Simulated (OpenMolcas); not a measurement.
Computed levels of 4d4 in ions with 40 electrons, in cm-1 above 5D0.

- Program: OpenMolcas 26.06
- Method: MS-CASPT2, IPEA 0.25 Eh, imaginary shift 0.1 Eh
- Basis: ANO-RCC-VTZP
- Scalar Hamiltonian: DKH2, point nucleus
- Spin-orbit coupling: RASSI with atomic mean-field integrals over the reference wave functions, term energies averaged over their components

Active space for each ion: 4 electrons in 5 orbitals (4d); closed shells correlated by CASPT2: 4s 4p.

```tsv
Level	Ru4+	Pd6+	Ag7+
5D1	491	985	1261
5D2	1310	2460	3070
5D3	2330	4150	5110
5D4	3480	5970	7230
3P0(1)	16750	19990	21810
3H4	18210	22090	24340
3P1(1)	19200	24210	26900
3H5	19400	24380	27200
3H6	20380	26010	29130
```

Question: Estimate 5D4, 3P0(1), 3H4 for Rh5+ from its neighbours Ru4+ and Pd6+.

Answer: 5D4 is fine structure, which grows about as the fourth power of a screened charge, so the fourth roots are averaged: ((3480^0.25 + 5970^0.25) / 2)^4 = 4600. The calculation gives 4550, so the estimate is off by +1.1 %.
3P0(1) is another term, which grows about linearly with the charge: (16750 + 19990) / 2 = 18370. The calculation gives 18450, so the estimate is off by -0.4 %.
3H4 is another term, which grows about linearly with the charge: (18210 + 22090) / 2 = 20150. The calculation gives 20170, so the estimate is off by -0.1 %.

Mixed levels, with the weight of the term that names them: Pd6+ 3H4 (71 %), Ag7+ 3H4 (69 %).

CASPT2 breaks the degeneracy within a term, and the mean is taken; among the terms shown or strongly mixed into the levels shown the widest spread is 400 cm-1 (4d4 3H, Pd6+). Terms from blocks run as CI alone lack orbitals of their own. Levels of configurations outside the active space are missing.

A number in round brackets counts repeated terms of one configuration in the order of the reference energies.
